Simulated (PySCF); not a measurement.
# Simulated characterisation data

Non-relativistic Hamiltonian, in vacuum, rapidly exchanging positions averaged, a single conformation. Geometry: GFN2-xTB; PBE0/pcSseg-1 with gauge-including orbitals; PySCF 2.14.0 with density-fitted response routines.

Referencing at the same level of theory: 1H, 13C against TMS. Splittings of carbon signals by F and P are missing where no couplings were computed. Where no couplings were computed, multiplicities follow the n + 1 count of equivalent neighbours, and m marks all less simple cases (inequivalent or close neighbours, rings, F or P nearby). Shifts are as computed. Against solution values, carbons near 30 ppm lie about +3 ppm off and those near 130 ppm about +5 ppm. Of 1211 compounds with measured shifts, 218 miss one by over three times the rms of a fit or turn the order of signals round; such compounds aren't used in these exercises.

**1.** `FC(F)(F)O[C@H]1C[SiH2]CCO1`, C5H9F3O2Si. 1H NMR (400 MHz, computed): δ 5.97 (m, 1H), 4.24 (m, 1H), 4.19 (m, 1H), 4.16 (m, 1H), 3.94 (m, 1H), 1.53 (m, 1H), 1.52 (m, 1H), 1.40 (m, 1H), 0.82 (m, 1H). 13C{1H} NMR (computed): δ 129.9 (C), 103.0 (CH), 60.2 (CH2), 14.2 (CH2), 9.1 (CH2).

**2.** `CC(C)OC(=O)[C@H](C)OC=O`, C7H12O4. 1H NMR (400 MHz, computed): δ 8.07 (s, 1H), 5.17 (m, 1H), 4.75 (q, 1H), 1.55 (d, 3H), 1.37 (d, 3H), 1.26 (d, 3H). 13C{1H} NMR (computed): δ 177.9 (C), 165.9 (CH), 74.7 (CH), 71.1 (CH), 23.7 (CH3), 23.2 (CH3), 18.8 (CH3).
